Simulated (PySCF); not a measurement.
## Exercise with solution: oscillator strength and radiative lifetime

GeH₂FCl, SMILES [F][GeH2][Cl].

Coordinates come from a B3LYP-D3(BJ)/def2-TZVP optimisation.

PySCF with TDDFT-PBE0/def2-SVPD puts the first singlet state with f over 0.02 at 7.14 eV (vertical), with the transition dipole (0.000, 0.000, 0.408) in atomic units.

**Question.** Find the oscillator strength, the wavelength and the radiative lifetime that this transition would have in vacuum if emission retraced absorption.

**Answer.** 
|μ|² = 0.1665 au, so |μ| = 1.04 D. ΔE = 7.14/27.211 = 0.2624 hartree. f = (2/3) ΔE |μ|² = 0.029 (the program prints 0.029).
λ = 1239.84/7.14 = 174 nm; ν = 57588 cm⁻¹.
Einstein's coefficient A = 0.6670 ν² f s⁻¹ (ν in cm⁻¹) = 6.4e7 s⁻¹, so τ = 1/A = 16 ns. This state is S1. The figure is the radiative limit of this one transition; relaxation, internal conversion, crossing to triplets and a medium change what is measured.
